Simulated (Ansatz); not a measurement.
The same path of Cl$_{3}$Si (4 atoms, charge 0, multiplicity 2) was run twice with different band settings. The coordinate that changes most is the height of Si2 over the plane of its neighbours.

The calculation used Ansatz 0.2.0, UKS PBE0-D4/def2-SVP.

Relaxed end points:

```xyz
4
Properties=species:S:1:pos:R:3
Cl -1.536 -0.597 1.036
Si 0.118 0.398 0.317
Cl 1.705 -0.912 0.219
Cl -0.288 1.111 -1.571
```

```xyz
4
Properties=species:S:1:pos:R:3
Cl -1.457 -0.332 1.247
Si -0.118 -0.397 -0.317
Cl 1.784 -0.647 0.430
Cl -0.209 1.376 -1.360
```

Common settings: movable images 9; climbing image yes; spring 5.0 eV/Å²; start path IDPP; force threshold 0.05 eV/Å; iteration limit 36; end points relaxed.

| run | optimiser | largest step |
| --- | --- | --- |
| 1 | quadratic models (default) | default |
| 2 | fire | 0.5 Å |

What does each run give, and how far can it be trusted?

Run 1: converged after 3 iterations, highest image 1.424 eV above the first end. A vibrational analysis at the climbing image gives one clearly imaginary mode, 820i cm⁻¹: a first-order saddle point.
Run 2: converged after 8 iterations, highest image 1.424 eV above the first end. Another band between the same ends (9 images) ends at a top of the same energy, where a vibrational analysis finds 1 clearly imaginary mode.
